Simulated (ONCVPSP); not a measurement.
# What one change does to a pseudopotential (As (Z = 33), ONCV)

As (Z = 33), optimised norm-conserving Vanderbilt (ONCV), made with ONCVPSP 4.0.1 (PW91, fully relativistic). Core [Ne], reference 3s2 3p6 3d10 4s1.75 4p3.25. Waves: 3s+4s: rc 0.80 bohr, ncon 4, nbas 8, qcut 11.9 1/bohr, 2 projectors; 3p+4p: rc 1.05 bohr, ncon 5, nbas 9, qcut 10.8 1/bohr, 3 projectors, debl 2.1 Ha; 3d: rc 0.60 bohr, ncon 4, nbas 8, qcut 17.9 1/bohr, 2 projectors, debl 1.1 Ha. Local part: polynomial inside 0.50 bohr (lpopt 5, dvloc0 3 Ha). Core correction: none.

Open shells are filled in proportion to 2j + 1.

In the d channel the program set the typed energies aside and used -1.501, 0.250 Ha (j = l + 1/2; the other j can differ).

All-electron outer shells of the reference configuration (PW91, scalar-relativistic, ld1.x):

```csv
shell,level (eV),outermost node (bohr),outermost maximum (bohr)
2s,-1487.49,0.06,0.17
2p,-1304.60,–,0.14
3s,-190.73,0.25,0.52
3p,-134.16,0.22,0.52
3d,-41.16,–,0.47
4s,-14.79,0.73,1.61
4p,-5.41,0.78,1.97
```

Change: p: nproj 4.

Cutoffs: the cutoffs (Ha) at which the residual kinetic energy of the hardest occupied pseudo-wave falls to 1 and 0.1 mHa per electron; they do not see the model core or the augmentation charge, which bear on the density cutoff. Errors are all-electron minus pseudo energies relative to the spin-unpolarised reference configuration.

Task: Predict the effect on cutoff, ghosts and configuration errors.

Result: The potential gets neither clearly harder nor softer (575 Ha and 685 Ha → 575 Ha and 685 Ha); a bound ghost appears in p, which as a rule spoils a file; of the 4 tests that both files solve, the error grows in 1 and shrinks in 0 by more than 15 % and 0.3 meV (median size 0.5 → 0.8 meV).

```tsv
quantity	base	changed
cutoff, loose	575 Ha	575 Ha
cutoff, tight	685 Ha	685 Ha
bound ghosts	none	p3/2
GHOST(+) flags under 300 eV	none	p1/2 at 143.1 eV
largest miss of a reference level, eV	0.06	0.14
error for 3s2 3p6 3d10 4s2 4p3, meV [ΔE -2.34 eV]	-0.2	-0.2
error for 3s2 3p6 3d10 4s2 4p2, meV [ΔE 6.87 eV]	+0.2	+0.3
error for 3s2 3p6 3d10 4s2 4p1, meV [ΔE 24.88 eV]	+0.9	+1.3
error for 3s2 3p6 3d9 4s2 4p3, meV [ΔE 48.58 eV]	+20	+20
s: phases at 0.81 bohr within 0.05 rad from the reference energy up to (Ha; the scan ends near 5)	to the end of the scan	to the end of the scan
p3/2: phases at 1.07 bohr within 0.05 rad from the reference energy up to (Ha; the scan ends near 5)	to the end of the scan	to the end of the scan
p1/2: phases at 1.07 bohr within 0.05 rad from the reference energy up to (Ha; the scan ends near 5)	to the end of the scan	to the end of the scan
d5/2: phases at 0.61 bohr within 0.05 rad from the reference energy up to (Ha; the scan ends near 5)	to the end of the scan	to the end of the scan
d3/2: phases at 0.61 bohr within 0.05 rad from the reference energy up to (Ha; the scan ends near 5)	to the end of the scan	to the end of the scan
```

 A true bound ghost makes a file unfit for plane-wave use even where its test errors are small: the radial tests pick states by their node count and pass the ghost by.
